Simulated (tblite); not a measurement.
Record of a relaxation.

C4H12OSi2.
Bonds: O1–C2 (double), C2–C3, C3–C4, C4–C5, C5–Si6, Si6–Si7. Hydrogens: H8 on C2; H9, H10 on C3; H11, H12 on C4; H13, H14 on C5; H15, H16 on Si6; H17, H18, H19 on Si7.

Computed with GFN2-xTB (tblite), gas phase: L-BFGS steps from a force-field or distance-geometry start until the largest atomic force falls under 0.01 eV/Å. 10 of its 79 geometries are shown.

Step 0: E = -603.0942 eV, largest atomic force 1.386 eV/Å
```
atom  x, y, z in Å  |  force x, y, z in eV/Å
O1      1.234    2.245    0.893    1.117  -0.572  -0.588
C2      2.227    1.712    0.436   -0.950   0.327   0.629
C3      2.236    0.490   -0.451   -0.476   0.455   0.008
C4      0.829   -0.057   -0.730   -0.121  -0.720   0.549
C5      0.267   -0.835    0.491    0.659   0.210  -0.383
Si6    -1.470   -1.517    0.278   -0.773  -0.130  -0.026
Si7    -3.006    0.203    0.256   -0.154   0.140   0.212
H8      3.239    2.114    0.683   -0.206  -0.147  -0.149
H9      2.878   -0.271   -0.005    0.008   0.034  -0.011
H10     2.677    0.803   -1.397    0.231   0.009  -0.066
H11     0.151    0.748   -1.012    0.078   0.098   0.154
H12     0.884   -0.747   -1.581    0.007   0.054   0.096
H13     0.929   -1.676    0.711    0.183   0.080  -0.043
H14     0.285   -0.198    1.373    0.064   0.147  -0.013
H15    -1.755   -2.440    1.407    0.173   0.068  -0.235
H16    -1.534   -2.304   -0.969    0.108  -0.064   0.106
H17    -4.378   -0.343    0.078    0.306   0.244   0.037
H18    -2.728    1.127   -0.865   -0.165  -0.062   0.239
H19    -2.977    0.955    1.548   -0.088  -0.171  -0.514
```

Step 9: E = -603.1921 eV, largest atomic force 0.074 eV/Å
```
atom  x, y, z in Å  |  force x, y, z in eV/Å
O1      1.234    2.247    0.892    0.026  -0.024  -0.042
C2      2.200    1.701    0.440    0.021  -0.043   0.039
C3      2.212    0.497   -0.455    0.022  -0.008  -0.008
C4      0.824   -0.087   -0.715    0.025   0.026  -0.012
C5      0.293   -0.849    0.492    0.008  -0.008   0.025
Si6    -1.481   -1.513    0.267   -0.018   0.009   0.011
Si7    -3.012    0.208    0.255   -0.040   0.062   0.001
H8      3.224    2.069    0.659   -0.013   0.054   0.035
H9      2.874   -0.250   -0.005   -0.022   0.011   0.002
H10     2.692    0.813   -1.388   -0.040  -0.009  -0.018
H11     0.151    0.739   -0.956   -0.023  -0.051  -0.048
H12     0.877   -0.761   -1.573   -0.046   0.046  -0.030
H13     0.976   -1.671    0.714    0.020  -0.020   0.040
H14     0.307   -0.181    1.354    0.028  -0.020   0.047
H15    -1.715   -2.455    1.371    0.024  -0.042   0.026
H16    -1.507   -2.334   -0.953    0.043  -0.019  -0.032
H17    -4.380   -0.295    0.080    0.022   0.023  -0.002
H18    -2.773    1.156   -0.838   -0.029   0.017   0.007
H19    -3.006    0.976    1.504   -0.009  -0.004  -0.039
```

Step 17: E = -603.1965 eV, largest atomic force 0.039 eV/Å
```
atom  x, y, z in Å  |  force x, y, z in eV/Å
O1      1.231    2.241    0.886    0.009   0.000  -0.015
C2      2.201    1.698    0.441   -0.023  -0.021   0.024
C3      2.212    0.496   -0.458    0.007   0.002  -0.007
C4      0.821   -0.090   -0.712    0.021   0.021  -0.008
C5      0.298   -0.854    0.499    0.016   0.012   0.003
Si6    -1.479   -1.513    0.270    0.010   0.026   0.007
Si7    -3.013    0.215    0.250   -0.016   0.023  -0.006
H8      3.221    2.074    0.671   -0.021  -0.009  -0.006
H9      2.872   -0.253   -0.009   -0.006   0.008  -0.016
H10     2.683    0.811   -1.395   -0.015  -0.006  -0.006
H11     0.142    0.729   -0.956   -0.007   0.007   0.018
H12     0.866   -0.756   -1.578   -0.002  -0.016   0.019
H13     0.982   -1.675    0.723   -0.006  -0.020  -0.013
H14     0.320   -0.189    1.364   -0.002   0.003   0.015
H15    -1.700   -2.466    1.368   -0.008  -0.014   0.019
H16    -1.485   -2.335   -0.952    0.015   0.006  -0.017
H17    -4.382   -0.283    0.077    0.017  -0.004  -0.005
H18    -2.789    1.172   -0.839    0.002  -0.012   0.003
H19    -3.012    0.987    1.495    0.008  -0.004  -0.009
```

Step 26: E = -603.1981 eV, largest atomic force 0.022 eV/Å
```
atom  x, y, z in Å  |  force x, y, z in eV/Å
O1      1.220    2.236    0.876    0.013   0.003  -0.002
C2      2.194    1.691    0.441   -0.008   0.005   0.005
C3      2.209    0.494   -0.464   -0.005   0.003   0.004
C4      0.818   -0.091   -0.705    0.006   0.003  -0.012
C5      0.303   -0.854    0.510    0.010  -0.004  -0.010
Si6    -1.475   -1.506    0.277    0.007   0.020  -0.001
Si7    -3.011    0.222    0.246    0.001   0.001  -0.009
H8      3.212    2.066    0.681   -0.001   0.002   0.007
H9      2.876   -0.254   -0.024    0.003   0.009  -0.017
H10     2.669    0.817   -1.404   -0.010  -0.007   0.013
H11     0.137    0.729   -0.944   -0.009   0.001   0.005
H12     0.856   -0.761   -1.567   -0.009  -0.006  -0.008
H13     0.982   -1.684    0.718    0.006   0.000   0.021
H14     0.336   -0.196    1.379    0.004  -0.015  -0.003
H15    -1.700   -2.467    1.368   -0.014  -0.004   0.004
H16    -1.461   -2.317   -0.954   -0.009  -0.001  -0.002
H17    -4.376   -0.286    0.070    0.014   0.005   0.005
H18    -2.792    1.176   -0.847    0.005  -0.016   0.010
H19    -3.008    0.995    1.490   -0.004   0.000  -0.012
```

Step 35: E = -603.1987 eV, largest atomic force 0.023 eV/Å
```
atom  x, y, z in Å  |  force x, y, z in eV/Å
O1      1.216    2.239    0.873    0.007  -0.014  -0.008
C2      2.190    1.690    0.442   -0.001   0.005  -0.003
C3      2.206    0.496   -0.467   -0.004   0.003   0.001
C4      0.816   -0.094   -0.702    0.002   0.003   0.000
C5      0.310   -0.860    0.515   -0.003   0.001  -0.005
Si6    -1.470   -1.504    0.281   -0.006   0.015  -0.001
Si7    -3.005    0.223    0.243   -0.001   0.006  -0.012
H8      3.207    2.060    0.691    0.009  -0.003   0.003
H9      2.881   -0.251   -0.039   -0.002   0.009  -0.002
H10     2.657    0.825   -1.410   -0.010   0.006   0.008
H11     0.131    0.724   -0.933   -0.006   0.002   0.006
H12     0.847   -0.761   -1.566    0.010  -0.002   0.003
H13     0.989   -1.690    0.723    0.000   0.006  -0.006
H14     0.347   -0.202    1.385   -0.002  -0.007   0.001
H15    -1.712   -2.465    1.367    0.000  -0.017   0.015
H16    -1.459   -2.307   -0.954   -0.003  -0.013  -0.005
H17    -4.369   -0.288    0.068    0.007   0.004   0.000
H18    -2.784    1.171   -0.855    0.002  -0.009   0.005
H19    -3.009    1.004    1.482    0.001   0.007   0.000
```

Step 43: E = -603.1991 eV, largest atomic force 0.018 eV/Å
```
atom  x, y, z in Å  |  force x, y, z in eV/Å
O1      1.216    2.241    0.872    0.009   0.003   0.009
C2      2.191    1.690    0.444   -0.011   0.010  -0.005
C3      2.204    0.500   -0.469   -0.004   0.001   0.001
C4      0.814   -0.094   -0.699    0.005  -0.004   0.004
C5      0.311   -0.864    0.517    0.004   0.000   0.003
Si6    -1.470   -1.507    0.284    0.001   0.018  -0.004
Si7    -3.000    0.226    0.242   -0.002   0.001  -0.013
H8      3.208    2.055    0.698   -0.005  -0.003   0.003
H9      2.884   -0.246   -0.049   -0.004  -0.001  -0.008
H10     2.645    0.836   -1.413   -0.002   0.000   0.009
H11     0.124    0.722   -0.926    0.010  -0.003  -0.007
H12     0.848   -0.761   -1.564   -0.013   0.004  -0.002
H13     0.993   -1.693    0.721   -0.003  -0.009  -0.006
H14     0.349   -0.210    1.389   -0.003   0.003   0.002
H15    -1.716   -2.469    1.370    0.006  -0.007   0.012
H16    -1.462   -2.310   -0.950   -0.001  -0.012  -0.004
H17    -4.364   -0.286    0.067    0.002   0.004  -0.001
H18    -2.776    1.167   -0.862    0.002  -0.009   0.007
H19    -3.007    1.014    1.475    0.007   0.003   0.000
```

Step 52: E = -603.1995 eV, largest atomic force 0.018 eV/Å
```
atom  x, y, z in Å  |  force x, y, z in eV/Å
O1      1.216    2.247    0.878    0.010  -0.007   0.005
C2      2.188    1.691    0.451   -0.008  -0.007  -0.009
C3      2.197    0.506   -0.471    0.002  -0.010  -0.002
C4      0.809   -0.094   -0.697   -0.001   0.006   0.004
C5      0.312   -0.871    0.518    0.002   0.001  -0.004
Si6    -1.471   -1.512    0.290    0.002   0.014   0.000
Si7    -2.992    0.228    0.236    0.004  -0.003  -0.010
H8      3.208    2.046    0.710   -0.018  -0.004   0.000
H9      2.885   -0.240   -0.066    0.007  -0.005   0.008
H10     2.627    0.854   -1.416   -0.001   0.000   0.002
H11     0.118    0.721   -0.920   -0.015  -0.002  -0.001
H12     0.840   -0.759   -1.563    0.004   0.017   0.002
H13     0.992   -1.703    0.713    0.006   0.006  -0.004
H14     0.355   -0.222    1.394   -0.001  -0.002  -0.005
H15    -1.711   -2.471    1.380   -0.002   0.003   0.008
H16    -1.468   -2.324   -0.941    0.002  -0.001   0.003
H17    -4.359   -0.277    0.064    0.004   0.007   0.002
H18    -2.760    1.158   -0.875   -0.002  -0.009   0.003
H19    -2.995    1.030    1.461    0.005  -0.005  -0.002
```

Step 61: E = -603.2002 eV, largest atomic force 0.022 eV/Å
```
atom  x, y, z in Å  |  force x, y, z in eV/Å
O1      1.208    2.240    0.899    0.012  -0.007   0.008
C2      2.178    1.685    0.465   -0.005  -0.004  -0.007
C3      2.183    0.515   -0.474    0.002  -0.005  -0.010
C4      0.797   -0.089   -0.696    0.001   0.002   0.000
C5      0.316   -0.880    0.514   -0.001  -0.003  -0.008
Si6    -1.468   -1.520    0.301   -0.004   0.007  -0.002
Si7    -2.976    0.229    0.219    0.003   0.004  -0.004
H8      3.200    2.030    0.731   -0.016   0.009   0.007
H9      2.880   -0.234   -0.088   -0.004  -0.003   0.006
H10     2.602    0.880   -1.418    0.004   0.005  -0.006
H11     0.096    0.722   -0.904    0.014   0.017   0.001
H12     0.827   -0.741   -1.572   -0.008  -0.004   0.008
H13     0.999   -1.714    0.692    0.009   0.008   0.002
H14     0.367   -0.241    1.397    0.004  -0.009  -0.009
H15    -1.702   -2.457    1.410   -0.014  -0.009   0.009
H16    -1.473   -2.350   -0.917    0.003  -0.012  -0.001
H17    -4.352   -0.252    0.061    0.006  -0.004  -0.002
H18    -2.731    1.136   -0.907   -0.007  -0.003   0.002
H19    -2.958    1.047    1.433    0.001   0.012   0.005
```

Step 69: E = -603.2009 eV, largest atomic force 0.021 eV/Å
```
atom  x, y, z in Å  |  force x, y, z in eV/Å
O1      1.199    2.224    0.920    0.013  -0.006  -0.001
C2      2.169    1.680    0.476    0.007  -0.016  -0.003
C3      2.175    0.521   -0.479   -0.005   0.000   0.001
C4      0.788   -0.082   -0.698    0.004   0.001  -0.001
C5      0.320   -0.887    0.509   -0.002   0.004   0.000
Si6    -1.466   -1.528    0.309    0.005  -0.013  -0.001
Si7    -2.961    0.232    0.209    0.001  -0.001   0.004
H8      3.190    2.024    0.746   -0.015   0.007  -0.004
H9      2.874   -0.232   -0.102   -0.007   0.016  -0.011
H10     2.589    0.898   -1.421    0.001  -0.006   0.016
H11     0.087    0.734   -0.892    0.005  -0.007   0.007
H12     0.808   -0.726   -1.580    0.003   0.006  -0.004
H13     1.010   -1.717    0.672   -0.011  -0.001  -0.001
H14     0.376   -0.256    1.397    0.004   0.000   0.004
H15    -1.707   -2.446    1.435    0.001   0.007  -0.010
H16    -1.474   -2.379   -0.894   -0.001   0.002   0.009
H17    -4.342   -0.237    0.059   -0.004  -0.012   0.006
H18    -2.716    1.120   -0.932    0.002   0.010  -0.009
H19    -2.930    1.066    1.412   -0.002   0.008  -0.002
```

Step 78: E = -603.2012 eV, largest atomic force 0.009 eV/Å
```
atom  x, y, z in Å  |  force x, y, z in eV/Å
O1      1.194    2.212    0.935    0.006  -0.005   0.001
C2      2.165    1.675    0.482    0.004  -0.002   0.000
C3      2.172    0.524   -0.480    0.000   0.002   0.001
C4      0.784   -0.078   -0.698    0.003   0.002   0.002
C5      0.321   -0.890    0.506    0.003  -0.003  -0.002
Si6    -1.466   -1.530    0.313    0.004  -0.002   0.000
Si7    -2.954    0.235    0.202    0.002  -0.004   0.001
H8      3.185    2.025    0.749    0.001   0.003  -0.003
H9      2.873   -0.231   -0.112   -0.004   0.006   0.003
H10     2.583    0.907   -1.420   -0.004   0.000   0.003
H11     0.083    0.739   -0.882    0.002  -0.003  -0.002
H12     0.801   -0.715   -1.586   -0.004  -0.002   0.007
H13     1.010   -1.723    0.663    0.002  -0.004  -0.003
H14     0.383   -0.264    1.398   -0.003  -0.003  -0.003
H15    -1.710   -2.439    1.444    0.002   0.005   0.001
H16    -1.475   -2.395   -0.881   -0.002   0.008  -0.001
H17    -4.335   -0.238    0.064   -0.001   0.002   0.000
H18    -2.709    1.114   -0.947   -0.008  -0.003  -0.003
H19    -2.917    1.082    1.396   -0.002   0.002  -0.003
```

Problem. Summarise the path.

Solution. The energy falls by 0.1069 eV from step 0 to step 78; nine tenths of that is first reached at step 8. It falls at every step. The largest force goes from 1.386 to 0.009 eV/Å. Among the bonds Si7–H19 changes most, from 1.496 to 1.464 Å; the atoms move by 0.109 Å rms after alignment.

The cost below is that of the whole relaxation. On one thread of an Arm Neoverse N1, on a shared host, this took 0.92 s.
